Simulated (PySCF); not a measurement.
Worked example: chemical shift, span and skew from a shielding tensor

C2H6O6Si2, SMILES C([Si](O)(O)O)#C[Si](O)(O)O. Atoms are numbered in the order given.

```xyz
16

Si    -2.4517     0.0004     0.0002
O     -3.0060     1.3396    -0.7736
O     -3.0063     0.0008     1.5467
O     -3.0089    -1.3385    -0.7721
C     -0.6126    -0.0002    -0.0003
C      0.6126     0.0002    -0.0003
Si     2.4517    -0.0004     0.0002
O      3.0089     1.3385    -0.7721
O      3.0060    -1.3396    -0.7736
O      3.0063    -0.0008     1.5467
H     -2.7179     2.1917    -0.4346
H     -2.7295    -0.7261     2.1115
H     -2.7369    -1.4622    -1.6857
H      2.7369     1.4622    -1.6857
H      2.7179    -2.1917    -0.4346
H      2.7295     0.7261     2.1115
```
Charge 0, spin multiplicity 1.

The structure is a stationary point at PBE0-D3(BJ)/def2-SVP. The structure was generated by enumeration, and PubChem lists no compound with its InChIKey, so it may never have been made. Other conformers were not sampled.

GIAO shieldings from PBE0/pcSseg-1 (PySCF), non-relativistic, no solvent. The symmetric part of the tensor of Si1 has the principal values 377.9, 441.0, 441.3 ppm. The same nucleus in TMS has σ = 352.7 ppm at this level (PySCF, at its B3LYP-D3(BJ)/def2-TZVP geometry).

Problem. Work out the isotropic shielding, the ²⁹Si shift against TMS, the span and the skew.

Solution. 
σ(iso) = (σ11 + σ22 + σ33)/3 = 420.1 ppm. δ = σ(ref) − σ(iso) = 352.7 − (420.1) = -67.4 ppm.
Span Ω = σ33 − σ11 = 63.4 ppm. Skew κ = 3(σ(iso) − σ22)/Ω = -0.99, an axial tensor. Tumbling in solution averages the tensor to δ; in a static solid the shielding alone would spread this spin-1/2 line over Ω.
